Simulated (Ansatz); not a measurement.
Two isomers of C3H8OSi: A = `CC1(O)C[SiH2]1`, B = `CC(C)O[SiH]`.

Isolated molecules relaxed with PBE0-D4/def2-TZVP in Ansatz; ΔE leaves out vibrations. CBS: MP2 limit from def2 TZ/QZ plus the TZ coupled-cluster correction, frozen cores. Functionals use def2-TZVPP. B3LYP here is the variant with VWN-RPA as its local correlation; programs differ in this. Each species was taken in one conformer, which may not be the lowest.

**Question.** Which is lower in electronic energy at CCSD(T)/CBS, and by how much? (Best estimate.)

**Answer.** Computed: B, by 24.9 kcal/mol.

**Question.** Give E(B) − E(A) in kcal/mol with PBE-D4, B3LYP, MP2/def2-TZVPP, CCSD(T)/def2-TZVPP, PBE0-D4, ωB97M-V, HF/def2-TZVPP. (Estimate.)

**Answer.** The calculation gave: PBE-D4 -20.4, B3LYP -26.9, MP2/def2-TZVPP -22.9, CCSD(T)/def2-TZVPP -26.1, PBE0-D4 -20.5, ωB97M-V -25.5, HF/def2-TZVPP -32.1. None reverses the order clearly.

**Question.** Does the order hold for the free energy at 298.15 K (harmonic terms from PBE0-D4)? (Best estimate.)

**Answer.** Computed: Yes: G(B) − G(A) = -23.4 kcal/mol, for one conformer each.

Largest T1 diagnostic: 0.014.

At CCSD(T), def2-SVP lies −2.4 kcal/mol from the extrapolated value and def2-TZVPP −1.2 kcal/mol. In def2-TZVPP, CCSD(T) changes the Hartree–Fock value by +6.0 kcal/mol (the triples alone add +1.2 kcal/mol) and MP2 by +9.2 kcal/mol.
